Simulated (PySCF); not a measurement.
# Electronic structure of P⁺ (phosphorus, charge +1) at the UHF level

Configuration: [Ne] 3s2 3p2, high-spin 3P determinant. Calculation: PySCF 2.14, in x2c-SVPall; scalar relativity by spin-free X2C-1e.

| Item | Value |
| --- | --- |
| Total energy | -341.038009 hartree |
| One-electron energy | -466.6844 hartree |
| Hartree (Coulomb) energy | 148.0858 hartree |
| Exchange energy | -22.4394 hartree |
| ⟨S²⟩ | 2.0089 |
| ⟨L²⟩ | 2.026 |
| Sum of ⟨r⟩ | 12.14 bohr |
| Sum of ⟨r²⟩ | 21.23 bohr² |
| Traceless quadrupole moment −½Σ⟨3z² − r²⟩ along its main axis | 2.18 e·bohr² |
| Langevin diamagnetic susceptibility | -16.8 ×10⁻⁶ cm³/mol |
| Time after the integrals | 0.06 s of wall time on 1 thread of Neoverse-V1 (shared host) |

```json
{"shell": "1s α", "electrons": "1", "mean orbital energy (eV)": "-2192.5", "spread (eV)": "0", "rms radius, mean of both spins (bohr)": "0.120"}
{"shell": "1s β", "electrons": "1", "mean orbital energy (eV)": "-2192.1", "spread (eV)": "0", "rms radius, mean of both spins (bohr)": "0.120"}
{"shell": "2s α", "electrons": "1", "mean orbital energy (eV)": "-216.58", "spread (eV)": "0", "rms radius, mean of both spins (bohr)": "0.560"}
{"shell": "2s β", "electrons": "1", "mean orbital energy (eV)": "-216.11", "spread (eV)": "0", "rms radius, mean of both spins (bohr)": "0.560"}
{"shell": "2p α", "electrons": "3", "mean orbital energy (eV)": "-158.39", "spread (eV)": "0.399", "rms radius, mean of both spins (bohr)": "0.540"}
{"shell": "2p β", "electrons": "3", "mean orbital energy (eV)": "-157.55", "spread (eV)": "0.548", "rms radius, mean of both spins (bohr)": "0.540"}
{"shell": "3s α", "electrons": "1", "mean orbital energy (eV)": "-31.005", "spread (eV)": "0", "rms radius, mean of both spins (bohr)": "1.99"}
{"shell": "3s β", "electrons": "1", "mean orbital energy (eV)": "-25.536", "spread (eV)": "0", "rms radius, mean of both spins (bohr)": "1.99"}
{"shell": "3p α", "electrons": "2", "mean orbital energy (eV)": "-19.696", "spread (eV)": "0", "rms radius, mean of both spins (bohr)": "2.34"}
```

Densities and radii are taken from the X2C orbitals without a picture-change correction, which distorts them close to the nucleus.
